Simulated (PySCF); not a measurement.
Species: C₆H₈F₂.
Z-matrix (Å and degrees, GFN2-xTB geometry), rows numbered from 1:
```
F 
C   1  1.3738
C   2  1.5179  1  111.18
C   3  1.5464  2  114.57  1    51.13
C   4  1.5241  3   89.67  2  -117.31
C   5  1.4912  4  109.54  3   -56.97
F   6  1.3656  5  120.48  4   -31.47
C   6  1.4912  5   61.20  4    78.54
H   2  1.0953  1  106.72  3   121.22
H   2  1.0955  1  106.57  3  -121.33
H   3  1.0926  2  108.26  1  -178.67
H   4  1.0870  3  112.31  2    -2.94
H   4  1.0888  3  115.96  2   124.60
H   5  1.0770  4  124.81  3   143.23
H   6  1.0832  5  119.13  8   109.00
H   8  1.0772  3  124.55  2   -25.62
```

Theory: PySCF 2.14.0, density-fitted response routines, TDDFT PBE0/def2-SVPD, vertical, gas phase, core orbitals frozen in the response.

Kohn–Sham orbitals with the atoms that hold most of them (Löwdin shares over 4%, at most four atoms; ? is withheld):

```tsv
orbital	ε (eV)	atoms
LUMO+2	1.31	H16 13%, C8 12%, C4 11%, H12 7%
LUMO+1	1.05	H14 14%, C5 12%, H15 10%, H16 7%
LUMO	?	?
HOMO	-8.03	C8 27%, C5 22%, C4 10%, C3 10%
HOMO-1	-8.09	?
HOMO-2	-9.29	C8 20%, C3 17%, F1 12%, C2 10%
HOMO-3	-9.54	F1 19%, C4 16%, C5 16%, C2 15%
```

Task: Give the leading atoms of the HOMO-1.

Result: C6 (bonded to 2 C, F and H) 27%; C5 (bonded to 3 C and H) 18%; F7 (bonded to C) 17%; C8 (bonded to 3 C and H) 13%. By element: carbon 58% or more, fluorine 17% or more.

Task: Which atoms hold the LUMO, and with what shares?

Result: C2 (bonded to C, F and 2 H) 16%; C4 (bonded to 2 C and 2 H) 8%; C6 (bonded to 2 C, F and H) 8%; H10 (bonded to C) 7%. By element: carbon 32% or more, hydrogen 7% or more.

Task: What is the LUMO energy, and the HOMO–LUMO gap?

Result: ε(LUMO) = 0.74 eV; the gap is 8.77 eV (0.3223 hartree).

Task: How does S1 compare with the orbital gap of 8.77 eV?

Result: S1 is at 7.63 eV (f = 0.011), 1.14 eV below the gap, made of HOMO→LUMO (91%). 

Task: Give energy, strength and leading configuration of S1, S2, S3 and S4, and follow the Löwdin shares of the leading atoms from the occupied to the empty orbital.

Result: 
- S1 (7.63 eV, f 0.011), HOMO→LUMO (91%): C8 27% → at most 8%, C5 22% → at most 8%, C2 at most 11% → 16%, C4 10% → 8%
- S2 (7.67 eV, f 0.0056), HOMO-1→LUMO (83%): C6 27% → 8%, C5 18% → at most 8%, C2 at most 14% → 16%, C4 at most 14% → 8%
- S3 (7.89 eV, f 0.014), HOMO→LUMO+1 (92%): C8 27% → at most 8%, C5 22% → 12%, H14 at most 11% → 14%
- S4 (8.00 eV, f 0.0037), HOMO-1→LUMO+1 (88%): C6 27% → at most 8%, C5 18% → 12%, H14 at most 14% → 14%

Hardware: one thread of an Arm Neoverse V1, on a shared host. Cost: 45 s (grids of density and orbitals included), 0.90 GiB resident at most.

One conformer stands for the species.

Without π bonds the low states may be Rydberg-like; a valence basis with one diffuse set may place them up to an eV too high.
